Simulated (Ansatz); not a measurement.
Consider the cleavage of the Al–B bond: `[BH2][Al]([CH3])[CH3]` + H₂Se → `[CH3][Al]([CH3])[SeH]` + BH₃.

Program: Ansatz. Geometries: PBE0-D4/def2-TZVP. ΔE: electronic, gas phase. CCSD(T)/CBS is the MP2 limit (def2-TZVPP, def2-QZVPP) plus CCSD(T) − MP2 in def2-TZVPP, frozen cores. This one scheme is used for every species. DFT in def2-TZVPP. B3LYP here is the variant with VWN-RPA as its local correlation; programs differ in this. For Se outer-core shells are correlated without core-valence functions, which leaves a few kJ/mol of doubt a bond. Scalar relativity is left out up to krypton. One conformer a species, not always the lowest.

`[BH2][Al]([CH3])[CH3]`:

Z-matrix (Å, degrees):
```
C
Al 1 1.964
H 1 1.097 2 109.6
H 1 1.095 2 111.2 3 117.3
H 1 1.093 2 114.1 3 -120.2
C 2 1.964 1 118.3 3 -74.8
B 2 2.124 1 121.0 3 105.6
H 6 1.094 2 111.9 1 31.4
H 6 1.093 2 113.6 1 154.2
H 6 1.097 2 109.5 1 -86.6
H 7 1.202 2 123.3 1 -88.9
H 7 1.202 2 123.3 1 91.1
```

H₂Se:

Z-matrix (Å, degrees):
```
Se
H 1 1.467
H 1 1.467 2 91.2
```

`[CH3][Al]([CH3])[SeH]`:

Z-matrix (Å, degrees):
```
C
Al 1 1.950
H 1 1.092 2 113.1
H 1 1.096 2 110.2 3 120.4
H 1 1.094 2 111.0 3 -121.7
C 2 1.949 1 123.9 3 167.3
Se 2 2.330 1 119.9 3 -13.1
H 6 1.095 2 110.9 1 54.5
H 6 1.092 2 112.8 1 175.7
H 6 1.095 2 110.6 1 -63.6
H 7 1.469 2 92.9 1 0.7
```

BH₃:

```xyz
4

B     0.000    0.000    0.000
H     1.159   -0.115   -0.262
H    -0.407   -0.346    1.067
H    -0.751    0.461   -0.805
```

CCSD(T)/CBS gives -164.7 kJ/mol.

(1) Another level gave -175.6 kJ/mol. Which?
A. B3LYP/def2-TZVPP
B. r2SCAN/def2-TZVPP
C. PBE/def2-TZVPP
D. MP2/def2-TZVPP

Largest T1 diagnostic among the species: 0.010.

Answers

(1) D. MP2/def2-TZVPP -175.6, B3LYP -156.5, r2SCAN -161.6, PBE -148.5 kJ/mol.

Leaving LDA and LC-ωPBE aside and taking each functional with its dispersion term where it has one, the values, not all of them listed here, spread over 17.7 kJ/mol, from BHLYP-D4 to PBE-D4. From PBE to PBE0 (25 % exact exchange), in def2-TZVPP and without D4, ΔE moves by −7.0 kJ/mol.
